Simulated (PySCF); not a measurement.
**CaBr⁺ at PBE**

Computed with PBE; basis Ca x2c-SVPall, Br x2c-SVPall; spin-free X2C with a Gaussian nucleus; PySCF 2.14.

```json
{
 "state": "¹Σ⁺ (singlet), closed shell",
 "bond length": "246.8 pm",
 "harmonic wavenumber": "348 cm⁻¹",
 "force constant": "1.89 mdyn/Å",
 "rotational constant Be": "0.1043 cm⁻¹",
 "anharmonicity ωexe": "0.863 cm⁻¹",
 "vibration–rotation constant αe": "0.000382 cm⁻¹",
 "well depth De to Ca⁺ + Br": "4.14 eV",
 "dissociation energy D0": "4.11 eV",
 "HOMO–LUMO gap": "3.26 eV",
 "bond order (Mayer)": "1.39",
 "dipole moment (positive dipole points towards Br; it is taken about the centre of mass and depends on that origin)": "-12.17 D"
}
```

For an ion De counts to the pair picked by the measured ionisation energies or electron affinities, which need not be the lowest pair at this level.
